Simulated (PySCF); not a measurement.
C5H6F2.
Cartesian coordinates in Å at the PBE0-D3(BJ)/def2-SVP level; atoms count from 1:
```xyz
13
C5H6F2 angstrom
C      2.3991    0.3623   -0.1797
C      1.3279   -0.3866   -0.1410
C      0.2532   -1.1350   -0.0935
C     -1.1634   -0.6409   -0.0187
C     -1.3044    0.8483    0.1668
F     -0.8500    1.2177    1.3843
F     -2.6137    1.1871    0.0976
H      2.8221    0.7062   -1.1299
H      2.9078    0.6689    0.7406
H      0.3849   -2.2244   -0.1186
H     -1.7067   -0.9168   -0.9384
H     -1.6950   -1.1294    0.8151
H     -0.7542    1.4302   -0.5936
```

Jobs on this species (13 atoms, 54 electrons) with PySCF (density fitting). Hardware of each: one thread, Arm Neoverse V2 (aarch64), no GPU, shared host. Other jobs ran on the host; a repeat could differ by tens of per cent or more. Peak memory is the resident size of the whole Python process, interpreter and libraries included.

| level and settings | work | basis functions | SCF cycles | wall time | peak memory |
| --- | --- | --- | --- | --- | --- |
| delta-SCF UKS SCAN, pcX-2 on the ionised atom, pcseg-1 elsewhere, spin-free X2C | ΔSCF core ionisation, 6 holes | 159 | ? | ? | ? |
| PBE0-D3(BJ)/def2-SVP, grid level 1 | geometry optimisation from a GFN2-xTB start shaken at random | 128 | 41 | 45 s | 0.48 GiB |
| delta-SCF UKS B3LYP, pcX-2 on the ionised atom, pcseg-1 elsewhere, spin-free X2C | ΔSCF core ionisation, 6 holes | 159 | 97 | 54 s | 0.69 GiB |
| delta-SCF UKS PBE0, pcX-2 on the ionised atom, pcseg-1 elsewhere, spin-free X2C | ΔSCF core ionisation, 6 holes | 159 | 98 | 55 s | 0.69 GiB |
| delta-SCF UKS SCAN, def2-TZVP on the ionised atom, pcseg-1 elsewhere, spin-free X2C | ΔSCF core ionisation, 6 holes | 145 | 121 | 45 s | 0.51 GiB |
| delta-SCF UKS SCAN, pcX-2 on the ionised atom, pcseg-1 elsewhere, non-relativistic | ΔSCF core ionisation, 6 holes | 159 | 120 | 47 s | 0.67 GiB |
| delta-SCF UKS HF, pcX-2 on the ionised atom, pcseg-1 elsewhere, spin-free X2C | ΔSCF core ionisation, 6 holes | 159 | 110 | 38 s | 0.53 GiB |
| delta-SCF UKS PBE, pcX-2 on the ionised atom, pcseg-1 elsewhere, spin-free X2C | ΔSCF core ionisation, 6 holes | 159 | 107 | 29 s | 0.57 GiB |
| delta-SCF UKS SCAN, pcX-1 on the ionised atom, pcseg-1 elsewhere, spin-free X2C | ΔSCF core ionisation, 6 holes | 138 | 119 | 39 s | 0.51 GiB |

Problem. Fill in the missing figures.

Solution. 
- delta-SCF UKS SCAN, pcX-2 on the ionised atom, pcseg-1 elsewhere, spin-free X2C; ΔSCF core ionisation, 6 holes: 47 s, 0.57 GiB, 120 SCF cycles

Problem. What do all jobs in the table cost together?

Solution. About 6.7 min; the longest takes about 14 % of that, and about 1.9 times as long as the shortest.
